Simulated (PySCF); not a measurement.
# How methods differ on the electron affinity of Ge

Ge⁻ [Ar] 3d10 4s2 4p3 (4S) → Ge [Ar] 3d10 4s2 4p2 (3P), as a difference of total energies. Calculation: PySCF 2.14, in aug-cc-pVQZ-DK (8s7p5d3f2g, 93 functions); the spin-free X2C one-electron Hamiltonian (Gaussian nucleus). Correlated levels: valence: [Ar] 3d10 frozen. The calculations carry no spin-orbit coupling.

| method | electron affinity (eV) | plus first-order spin-orbit estimate | error of that sum (eV) |
| --- | --- | --- | --- |
| UHF | 0.834 | 0.728 | -0.505 |
| MP2 (valence) | 1.320 | 1.214 | -0.019 |
| SCS-MP2 (valence) | 1.152 | 1.046 | -0.187 |
| CCSD (valence) | 1.286 | 1.180 | -0.053 |
| CCSD(T) (valence) | 1.339 | 1.233 | 0.000 |

Reference: 1.233 eV (measured; photodetachment measurements, as compiled on the Wikipedia data page of electron affinities).

A first-order spin-orbit estimate (lowest level to lowest level, LS coupling) adds -0.106 eV.

Errors of the correlated levels include the incompleteness of this basis and the frozen core.
